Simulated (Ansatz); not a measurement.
The pair A = HBr (SMILES Br) (first 2 atoms), B = Si2H6 (SMILES [SiH3][SiH3]); geometry from B3LYP-D3(BJ)/def2-TZVP.
(charge 0, multiplicity 1):
```xyz
10

Br    -0.4993     0.2664    -0.2040
H      0.2614    -0.5713     0.6674
Si     0.7735    -1.0094     3.7237
Si    -0.7551     0.7669     3.8227
H      2.0681    -0.6267     4.3365
H      1.0430    -1.4013     2.3133
H      0.2423    -2.2025     4.4254
H     -0.9876     1.1171     5.2454
H     -2.0425     0.3715     3.2069
H     -0.2133     1.9507     3.1171
```

Correlated levels freeze the cores. Filled d and f shells under p-block atoms count as core. MP2 and its Hartree–Fock in def2-QZVPPD, def2-TZVPPD are density fitted.

The values were computed with Ansatz (Gaussian basis) for Hartree–Fock, density functionals and correlated methods. Values without a source in brackets are computed.

The counterpoise-corrected interaction energy is E(AB) − E(A in the pair's basis) − E(B in the pair's basis). Total energies (hartree):

```tsv
level	AB	A in the pair's basis	B in the pair's basis
HF/def2-TZVPPD	-3154.3654451	-2573.0022470	-581.3658216
MP2/def2-TZVPPD	-3154.8119383	-2573.1779114	-581.6320264
HF/def2-QZVPPD	-3154.4324086	-2573.0513051	-581.3837057
MP2/def2-QZVPPD	-3154.9144877	-2573.2444250	-581.6676561
MP2/def2-SVPD	-3154.2162602	-2572.8275332	-581.3873447
CCSD(T)/def2-SVPD	-3154.2947327	-2572.8471990	-581.4465221
```

Problem. Work out the counterpoise-corrected interaction energy at the basis-set limit: extrapolate the MP2 correlation part as X⁻³, take Hartree–Fock from the larger set, and add the CCSD(T) − MP2 difference of def2-SVPD.

Solution. 
1. Differences (1 hartree = 627.509 kcal/mol): HF/def2-TZVPPD 1.646; MP2/def2-TZVPPD -1.255; HF/def2-QZVPPD 1.633; MP2/def2-QZVPPD -1.510; MP2/def2-SVPD -0.867; CCSD(T)/def2-SVPD -0.635.
2. Correlation parts, MP2 less HF: -2.902 in def2-TZVPPD (X = 3), -3.143 in def2-QZVPPD (X = 4).
3. Limit (4³·(-3.143) − 3³·(-2.902))/(4³ − 3³) = -3.319; with HF/def2-QZVPPD it gives -1.686.
4. CCSD(T) less MP2 in def2-SVPD: 0.233.
Result: -1.45 kcal/mol, against -1.26 at MP2/def2-TZVPPD. It is an estimate of this method's limit, not of the exact value.

Ansatz is a quantum-chemistry and plane-wave program.
